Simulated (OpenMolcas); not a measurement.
Ag2+ (d9) among equal point charges was computed by CASSCF with the d shell active (OpenMolcas, ANO-RCC-VTZP on the metal). Its lowest spin-free states, and all those of the highest spin:

| 2S+1 | Degeneracy | E (cm-1) |
| --- | --- | --- |
| 2 | 3 | 0.0 |
| 2 | 2 | 2152 |

Is the site octahedral, tetrahedral or cube-like, axial, or of lower symmetry?

The states with 2S+1 = 2 have orbital degeneracies 3, 2. Threefold states need a cubic site. For d9 at this spin an octahedron puts the twofold E below the threefold T2 and a tetrahedron or cube puts the threefold T2 below the twofold E, so the site is a tetrahedron or a cube, which this pattern cannot tell apart. The first gap at this spin, 2150 cm-1, is |10Dq| in ligand-field theory. The run had Ag2+ among 4 point charges of -2.5 e arranged as a tetrahedron (Td), 2.12 Å from the ion.

An orbital triplet at a regular site is open to Jahn-Teller coupling, which can distort the site and quench the lowest spin-orbit gaps and is left out. The ground term spreads over less than 5000 cm-1, several times less than with real ligands, so orbital moments are less quenched and χT lies further from the spin-only value than at real sites. This is an electrostatic model: the charges have no orbitals. No measured value stands beside these numbers.
